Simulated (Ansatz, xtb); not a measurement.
# ClFHSiTe: which of two isomers lies lower

Structure a is `F[Si@H](Cl)[Te]`, a doublet and structure b is `F[Si](Cl)[TeH]`, a doublet. Both are isolated molecules in the gas phase, relaxed with PBE0-D3(BJ)/def2-SVP, each in the lowest conformer that the search found.

a (Å):

```xyz
5

Cl   -1.4132    4.2396   -1.4317
F    -1.0675    2.4638    0.9375
Si   -1.0044    2.3721   -0.6763
Te   -2.7391    0.8675   -1.5846
H     0.3808    1.9765   -1.0237
```

b (Å):

```yaml
atoms:
  - { symbol: Cl, position_ang: [1.1467, 1.5029, 0.9024] }
  - { symbol: F, position_ang: [1.4258, -0.3491, -1.4162] }
  - { symbol: Si, position_ang: [0.2499, 0.2112, -0.4437] }
  - { symbol: Te, position_ang: [-0.7728, -1.6167, 0.9409] }
  - { symbol: H, position_ang: [-1.2777, -2.3873, -0.4470] }
```

Problem. Estimate which is lower in electronic energy at CCSD(T)/def2-SVP + ΔMP2/def2-TZVPP, and by roughly how much.

Solution. The CCSD(T)/def2-SVP + ΔMP2/def2-TZVPP calculation puts structure a lower, by 20.0 kcal/mol.

Level by level:

```tsv
level	geometry	E(b) − E(a) (kcal/mol)	departure from the last row (kcal/mol)	job, with rough time for the two
GFN2-xTB	GFN2-xTB	+13.8	−6.1	optimisation, 0.16 s
HF/STO-3G	GFN2-xTB	+22.6	+2.6	single point, 4.7 s
r2SCAN-D4/def2-SVP	GFN2-xTB	+16.5	−3.4	single point, 16 s
PBE0-D3(BJ)/def2-SVP	PBE0-D3(BJ)/def2-SVP	+17.4	−2.6	optimisation, 2.9 min
HF/def2-SVP	PBE0-D3(BJ)/def2-SVP	+27.3	+7.4	part of the CCSD(T) run
MP2/def2-SVP	PBE0-D3(BJ)/def2-SVP	+22.5	+2.6	part of the CCSD(T) run
CCSD(T)/def2-SVP	PBE0-D3(BJ)/def2-SVP	+21.9	+1.9	single point
CCSD(T)/def2-SVP + ΔMP2/def2-TZVPP	PBE0-D3(BJ)/def2-SVP	+20.0		single point, 2 min
```

As drawn, b has 1 Te–H in place of 1 Si–H.

None of the levels shown reverses the order. The largest departure from CCSD(T)/def2-SVP + ΔMP2/def2-TZVPP is that of HF/def2-SVP, 7.4 kcal/mol. The last row adds to CCSD(T) the change of the MP2 difference between the two basis sets, here −1.9 kcal/mol.

With harmonic frequencies from PBE0-D3(BJ)/def2-SVP (ideal gas, rigid rotor, one conformer each, 600 K, 1 atm): on the last row, ΔE + ΔZPE = +18.5, ΔH = +19.3, ΔG = +17.0 kcal/mol.

Open shells are spin-unrestricted. The correlated steps freeze 15 core orbitals; the filled d shell of Te is correlated, in a basis made for valence electrons. Atoms past krypton carry core potentials in the def2 sets, other sets are all-electron and non-relativistic, and no spin–orbit term is included. Codes used: Ansatz 0.2.0, xtb 6.7.1; the last row on 1 thread of Arm Neoverse V2 on a shared host.
